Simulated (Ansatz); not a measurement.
H6InN3 (`[NH2][In]([NH2])[NH2]`). Charge 0, multiplicity 1. In: def2 effective core potential.

```xyz
10

N    -1.027    0.950    1.470
In    0.011    0.016    0.003
N     1.142   -1.605    0.450
N     0.057    0.783   -1.871
H    -1.276    0.384    2.269
H    -1.842    1.474    1.185
H     1.944   -1.764   -0.143
H     1.439   -1.687    1.412
H     0.307    0.140   -2.609
H    -0.755    1.307   -2.166
```

Task: What are the harmonic wavenumbers in cm⁻¹ at PBE0-D4/def2-TZVP (Ansatz, finite differences of forces, unscaled)? (An estimate is asked.)

Result: Computed: 115, 118, 150, 191, 255, 261, 403, 416, 439, 593, 607, 608, 719, 798, 798, 1554, 1557, 1567, 3562, 3564, 3565, 3660, 3663, 3663.

Task: Is this a minimum?

Result: Yes, all 24 modes are real.

Task: Give the ideal-gas thermochemistry at 298.15 K and 1 bar (rigid rotor, harmonic oscillator; point group Cs, symmetry number 1).

Result: Zero-point energy 196.3 kJ/mol; H(298) − E = 219.9 kJ/mol; entropy 362.9 J/(mol·K), of which translation 172.4, rotation 109.7, vibration 80.8; G(298) − E = 111.7 kJ/mol.

Task: Rotational constants (cm⁻¹)?

Result: 0.1578, 0.1556, 0.07893.
